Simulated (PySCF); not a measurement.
## Ionisation energy of Xe²⁺ by level of theory

Xe²⁺ [Kr] 4d10 5s2 5p4 (3P) → Xe³⁺ [Kr] 4d10 5s2 5p3 (4S), as a difference of total energies. Calculation: PySCF 2.14, in aug-cc-pwCVDZ-PP with ECP28MDF; scalar relativity through the core potential. Correlated levels: valence: 4s2 4p6 4d10 frozen. The calculations carry no spin-orbit coupling.

```json
{"method": "UHF", "ionisation energy (eV)": "29.272", "difference from reference (eV)": "-1.778"}
{"method": "MP2 (valence)", "ionisation energy (eV)": "29.666", "difference from reference (eV)": "-1.384"}
{"method": "SCS-MP2 (valence)", "ionisation energy (eV)": "29.686", "difference from reference (eV)": "-1.364"}
{"method": "CCSD (valence)", "ionisation energy (eV)": "29.695", "difference from reference (eV)": "-1.355"}
{"method": "CCSD(T) (valence)", "ionisation energy (eV)": "29.706", "difference from reference (eV)": "-1.344"}
```

Reference: 31.05 ± 0.04 eV (semi-empirical (NIST evaluation); NIST Atomic Spectra Database, ionization energies).

The reference lies between the lowest fine-structure levels, while these numbers refer to the centres of the terms.

Errors of the correlated levels include the incompleteness of this basis and the frozen core.
